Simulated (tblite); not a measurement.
Isomers of C5H8O2S. Method: GFN2-xTB as coded in tblite; computed harmonic values from a numerical Hessian at the method's own geometry, unscaled. The method is semi-empirical: single wavenumbers can be off by several per cent or more. One conformer each.

Electronic energies: GFN2-xTB at the same geometries; isomer energies are rough at this level and their order can be wrong.

```tsv
SMILES	electronic energy, lowest = 0 (kJ/mol)
C=C1C[C@@H]1S(C)(=O)=O	121.3
COC1=CCC[S@@]1=O	0.0
C=C=CCS(C)(=O)=O	142.1
```

Task: How do GFN2-xTB zero-point energies change the relative energies?

Result: 
```
                SMILES  ZPE (kJ/mol)  of it from modes above 1550 cm⁻¹  electronic (kJ/mol)  with ZPE, lowest = 0 (kJ/mol)  lowest mode (cm⁻¹)  rings
      COC1=CCC[S@@]1=O         321.6                             153.8                  0.0                            0.0                  70      1
C=C1C[C@@H]1S(C)(=O)=O         314.7                             158.9                121.3                          114.4                  38      1
      C=C=CCS(C)(=O)=O         309.8                             159.0                142.1                          130.3                  39      0
```

The zero-point energies span 11.8 kJ/mol, from `C=C=CCS(C)(=O)=O` to `COC1=CCC[S@@]1=O`. The order is unchanged.

Task: What do entropy and thermal enthalpy add at 298.15 K and 1 bar (rigid rotor, harmonic oscillator, one conformer each)?

Result: 
| SMILES | point group | symmetry number | S (J/(mol K)) | H − H(0) (kJ/mol) | ZPE + H − H(0) − TS (kJ/mol) |
| --- | --- | --- | --- | --- | --- |
| COC1=CCC[S@@]1=O | C1 | 1 | 382.7 | 25.32 | 232.8 |
| C=C1C[C@@H]1S(C)(=O)=O | C1 | 1 | 392.8 | 26.62 | 224.2 |
| C=C=CCS(C)(=O)=O | C1 | 1 | 414.1 | 28.75 | 215.1 |
